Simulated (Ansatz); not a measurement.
`[CH3][SnH2][GeH3]`, charge 0, multiplicity 1.

Task: Give a relaxed structure at PBE0-D4/def2-TZVP (the Gaussian-basis code of Ansatz). (Estimate.)

Result: The calculation gave: 
```xyz
11

C    -1.666    0.990    0.259
Sn    0.241    0.652   -0.662
Ge    1.360   -1.480    0.316
H    -2.123    1.888   -0.156
H    -2.321    0.139    0.076
H    -1.541    1.118    1.334
H     0.031    0.475   -2.352
H     1.249    2.011   -0.394
H     0.471   -2.714    0.079
H     2.729   -1.746   -0.333
H     1.569   -1.333    1.833
```
Point group Cs.
This is one stationary point; other conformers may exist.
